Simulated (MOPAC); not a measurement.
MOPAC input (PM6):

```
PM6 1SCF CHARGE=-1 GEO-OK AUX(PRECISION=9) THREADS=1
C3H4Cl

C    -2.43277278 1    0.10579874 1   -0.05190472 1
C    -0.99922782 1    0.58830399 1   -0.06370154 1
C    -0.11162489 1   -0.35959088 1    0.02596769 1
Cl    1.76201171 1   -0.03261829 1    0.03417021 1
H    -2.95616935 1    0.42684390 1   -0.96185182 1
H    -2.98740826 1    0.56219915 1    0.77821323 1
H    -2.57697373 1   -0.99583124 1    0.03119948 1
H    -0.17189485 1   -1.44577189 1    0.10937695 1
```

Output:

```
 *******************************************************************************
 **                                                                           **
 **                              MOPAC v23.2.5                                **
 **                                                                           **
 *******************************************************************************
 ** MOPAC's Digital Object Identifier: https://doi.org/10.5281/zenodo.6511958 **
 **                                                                           **
 ** Please cite the open-source release paper for use of this MOPAC version:  **
 ** J. E. Moussa and J. J. P. Stewart (2026)                                  **
 ** MOPAC: An open-source semiempirical molecular orbital program             **
 ** J. Open Source Softw., 11(119), 8025, https://doi.org/10.21105/joss.08025 **
 *******************************************************************************

                              PM6 CALCULATION RESULTS

 *******************************************************************************
 *  PM6        - The PM6 Hamiltonian to be used
 *  GEO-OK     - OVERRIDE INTERATOMIC DISTANCE AND OTHER SAFETY CHECKS
 *
 *
 *
 *                 CHARGE ON SYSTEM = -1
 *
 *
 *
 *  1SCF       - DO 1 SCF AND THEN STOP
 *  AUX        - OUTPUT AUXILIARY INFORMATION
 *******************************************************************************
PM6 1SCF CHARGE=-1 GEO-OK AUX(PRECISION=9) THREADS=1
 C3H4Cl

   ATOM   CHEMICAL          X               Y               Z
  NUMBER   SYMBOL      (ANGSTROMS)     (ANGSTROMS)     (ANGSTROMS)

     1       C         -2.43277278  *   0.10579874  *  -0.05190472  *
     2       C         -0.99922782  *   0.58830399  *  -0.06370154  *
     3       C         -0.11162489  *  -0.35959088  *   0.02596769  *
     4      Cl          1.76201171  *  -0.03261829  *   0.03417021  *
     5       H         -2.95616935  *   0.42684390  *  -0.96185182  *
     6       H         -2.98740826  *   0.56219915  *   0.77821323  *
     7       H         -2.57697373  *  -0.99583124  *   0.03119948  *
     8       H         -0.17189485  *  -1.44577189  *   0.10937695  *

          CARTESIAN COORDINATES

    NO.       ATOM           X           Y           Z

     1         C         -2.4328      0.1058     -0.0519
     2         C         -0.9992      0.5883     -0.0637
     3         C         -0.1116     -0.3596      0.0260
     4        Cl          1.7620     -0.0326      0.0342
     5         H         -2.9562      0.4268     -0.9619
     6         H         -2.9874      0.5622      0.7782
     7         H         -2.5770     -0.9958      0.0312
     8         H         -0.1719     -1.4458      0.1094

 General Reference for PM6:
 "Optimization of Parameters for Semiempirical Methods V: Modification of NDDO Approximations
 and Application to 70 Elements", J. J. P. Stewart, J. Mol. Mod., 13, 1173-1213 (2007)
 URL: https://link.springer.com/article/10.1007/s00894-007-0233-4

           Empirical Formula: C3 H4 Cl  =     8 atoms

      MOLECULAR POINT GROUP   :   Cs

      RHF CALCULATION, NO. OF DOUBLY OCCUPIED LEVELS = 12

 -------------------------------------------------------------------------------
 PM6 1SCF CHARGE=-1 GEO-OK AUX(PRECISION=9) THREADS=1
 C3H4Cl

     1SCF WAS SPECIFIED, SO BFGS WAS NOT USED
     SCF FIELD WAS ACHIEVED

                              PM6 CALCULATION
                                                       MOPAC v23.2.5 Linux

          FINAL HEAT OF FORMATION =         26.18527 KCAL/MOL =     109.55917 KJ/MOL

          COSMO AREA              =        112.82 SQUARE ANGSTROMS
          COSMO VOLUME            =         96.45 CUBIC ANGSTROMS

          IONIZATION POTENTIAL    =          2.493760 EV
          HOMO LUMO ENERGIES (EV) =         -2.494  6.684
          NO. OF FILLED LEVELS    =         12
          MOLECULAR WEIGHT        =         75.5176         POINT GROUP:  Cs

          MOLECULAR DIMENSIONS (Angstroms)

            Atom       Atom       Distance
            H     5   Cl     4     4.84401
            H     6    H     8     2.14304
            H     7    H     5     1.51506

          SCF CALCULATIONS        =          1

   ATOM   CHEMICAL          X               Y               Z
  NUMBER   SYMBOL      (ANGSTROMS)     (ANGSTROMS)     (ANGSTROMS)

     1       C         -2.43277278  *   0.10579874  *  -0.05190472  *
     2       C         -0.99922782  *   0.58830399  *  -0.06370154  *
     3       C         -0.11162489  *  -0.35959088  *   0.02596769  *
     4      Cl          1.76201171  *  -0.03261829  *   0.03417021  *
     5       H         -2.95616935  *   0.42684390  *  -0.96185182  *
     6       H         -2.98740826  *   0.56219915  *   0.77821323  *
     7       H         -2.57697373  *  -0.99583124  *   0.03119948  *
     8       H         -0.17189485  *  -1.44577189  *   0.10937695  *

                             CARTESIAN COORDINATES

   1    C       -2.432772780     0.105798740    -0.051904720
   2    C       -0.999227820     0.588303990    -0.063701540
   3    C       -0.111624890    -0.359590880     0.025967690
   4   Cl        1.762011710    -0.032618290     0.034170210
   5    H       -2.956169350     0.426843900    -0.961851820
   6    H       -2.987408260     0.562199150     0.778213230
   7    H       -2.576973730    -0.995831240     0.031199480
   8    H       -0.171894850    -1.445771890     0.109376950

           Empirical Formula: C3 H4 Cl  =     8 atoms

      MOLECULAR POINT GROUP   :   Cs

                  EIGENVALUES
 -21.63984 -21.09045 -17.85753 -12.42102  -9.46278  -9.29479  -9.00030  -6.85446
  -6.28830  -5.56070  -3.79726  -2.49376   6.68408   7.86840  10.15464  10.33733
  10.50909  11.19123  11.56777  13.01213  98.61208  98.62795  98.73446  98.91470
  98.91899

              NET ATOMIC CHARGES AND DIPOLE CONTRIBUTIONS

  ATOM NO.   TYPE          CHARGE      No. of ELECS.   s-Pop       p-Pop       d-Pop
    1          C          -0.423914        4.4239     1.08118     3.34273
    2          C          -0.347134        4.3471     1.35659     2.99054
    3          C          -0.173886        4.1739     1.13515     3.03874
    4         Cl          -0.449104        7.4491     1.99140     5.45340     0.00431
    5          H           0.113194        0.8868     0.88681
    6          H           0.113194        0.8868     0.88681
    7          H           0.083680        0.9163     0.91632
    8          H           0.083970        0.9160     0.91603
 DIPOLE           X         Y         Z       TOTAL
 POINT-CHG.    -0.716    -1.182     0.079     1.384
 HYBRID        -0.147    -1.607     0.122     1.618
 SUM           -0.863    -2.789     0.201     2.926

          ATOMIC ORBITAL ELECTRON POPULATIONS

     Atom    s        px        py        pz      x^2-y^2     xz        z^2       yz        xy
    1  C   1.08118   1.12315   1.09500   1.12457
    2  C   1.35659   0.84383   1.44545   0.70126
    3  C   1.13515   0.72382   0.99211   1.32281
    4 Cl   1.99140   1.47097   1.98921   1.99321   0.00177   0.00060   0.00080   0.00001   0.00113
    5  H   0.88681
    6  H   0.88681
    7  H   0.91632
    8  H   0.91603

 **********************
 *                    *
 * JOB ENDED NORMALLY *
 *                    *
 **********************

 == MOPAC DONE ==
```

The dipole moment of an ion depends on the origin.

The geometry given is a B3LYP-D3(BJ)/def2-TZVP minimum.
